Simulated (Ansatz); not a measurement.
The lowest singlet and triplet of C3H4O (SMILES [CH2]C([CH2])=O); geometries from B3LYP-D3(BJ)/def2-TZVP, each state relaxed from the structure named, with no frequency check, low spin by broken symmetry.
Singlet (charge 0, multiplicity 1):
```xyz
8

C      1.0480    -0.7261     0.5361
C      0.0212     0.1193    -0.0339
C     -1.2692    -0.5183    -0.1828
O      0.2294     1.2902    -0.3664
H      2.0416    -0.3231     0.6801
H      0.8491    -1.7499     0.8221
H     -2.0906     0.0475    -0.6018
H     -1.4349    -1.5451     0.1135
```
Triplet (charge 0, multiplicity 3):
```xyz
8

C      1.096    -0.717     0.496
C      0.011     0.065    -0.016
C     -1.298    -0.487    -0.193
O      0.214     1.276    -0.321
H      2.062    -0.246     0.607
H      0.975    -1.756     0.771
H     -2.078     0.150    -0.583
H     -1.525    -1.516     0.052
```

A positive gap puts the triplet lower; no zero-point energy. R- takes a restricted singlet, here one determinant of a half-filled degenerate or near-degenerate pair, which mixes singlet states. U- takes an unrestricted singlet (broken symmetry where lower, unprojected). The triplet is unrestricted in single-reference levels.

Programs: Ansatz (a program for electronic structure) with Gaussian orbitals. Each number belongs to the level named beside it.

Problem. One of these levels gives 0.075 eV for the gap E(singlet) − E(triplet), adiabatic. Name it.
A. R-PBE/def2-TZVPP
B. U-wB97X-V/def2-TZVPP (spin-contaminated)
C. U-wB97M-V/def2-TZVPP (spin-contaminated)
D. U-PBE0/def2-TZVPP (spin-contaminated)

Solution. B, U-wB97X-V/def2-TZVPP (spin-contaminated). The others give 0.232 (R-PBE/def2-TZVPP), 0.057 (U-PBE0/def2-TZVPP (spin-contaminated)), 0.035 (U-wB97M-V/def2-TZVPP (spin-contaminated))

Doubts at one or more of the structures used: a restricted determinant that unrestricted orbitals would lower (R-PBE/def2-TZVPP).
